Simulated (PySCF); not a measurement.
**Assigning NMR signals**

Geometry:
```
atom   x (Å)   y (Å)   z (Å)
 Si1   1.303   1.385  -1.179
  N2   1.056   0.135   0.018
 Si3   2.343  -0.782   0.763
  C4  -0.297  -0.228   0.436
  C5  -1.339   0.912   0.571
 Si6  -2.660  -0.398   0.188
  C7  -1.082  -1.207  -0.482
  H8   1.050   2.766  -0.659
  H9   0.399   1.188  -2.357
 H10   2.723   1.297  -1.627
 H11   2.147  -2.252   0.550
 H12   2.373  -0.557   2.244
 H13   3.645  -0.362   0.169
 H14  -0.227  -0.705   1.433
 H15  -1.299   1.506   1.494
 H16  -1.281   1.600  -0.290
 H17  -3.764  -0.050  -0.756
 H18  -3.234  -1.063   1.397
 H19  -0.846  -2.274  -0.368
 H20  -0.941  -0.922  -1.538
```

[PySCF 2.14.0 with density-fitted response routines: GIAO PBE0/pcSseg-1 shieldings; geometry from PBE0-D3(BJ)/def2-SVP; rapidly exchanging positions averaged; in vacuum; one conformer; no relativistic terms]

Chemical shifts δ = σref − σ; TMS for ¹³C (σref 184.41), ¹H (σref 31.27), all at this level.

Q: Assign these signals to the numbered atoms. ¹³C{¹H} NMR (computed): δ 54.7, 21.0.

A: 
```tsv
δ (ppm)	atoms	environment	reason
54.7	C4	sp3 CH bonded to N	deshielded by the electronegative neighbour
21.0	C5/C7	sp3 CH2 bonded to Si	–
```

Q: Assign these signals to the numbered atoms. ¹H NMR (300 MHz, computed): δ 4.68 (s, 6H), 4.43 (m, 1H), 4.30 (m, 1H), 3.33 (m, 1H), 1.61 (m, 2H), 1.59 (m, 2H).

A: 
| δ (ppm) | atoms | environment | reason |
| --- | --- | --- | --- |
| 4.68 | H8/H9/H10/H11/H12/H13 | hydrogen on a silicon bonded to N | – |
| 4.43 | H17 | hydrogen on a silicon bonded to 2 C, in a 4-membered ring | – |
| 4.30 | H18 | hydrogen on a silicon bonded to 2 C, in a 4-membered ring | – |
| 3.33 | H14 | hydrogen on an sp3 CH bonded to N | its carbon carries N, hence the downfield position |
| 1.61 | H16/H20 | hydrogen on an sp3 CH2 bonded to Si | – |
| 1.59 | H15/H19 | hydrogen on an sp3 CH2 bonded to Si | – |

H16/H20 and H15/H19 lie closer than the usual error of such a calculation, so a measured spectrum could show them in the other order.

Shifts are as computed. Against solution values, carbons near 30 ppm lie about +2 ppm off and those near 130 ppm about +5 ppm. Of 1211 compounds with measured shifts, 218 miss one by over three times the rms of a fit or turn the order of signals round; such compounds aren't used in these exercises. No couplings were computed; multiplicities are counted from neighbouring protons, with m where these are inequivalent, close in shift, in a saturated or five-membered ring or joined by F or P, and br s for small geminal =CH2 splittings.
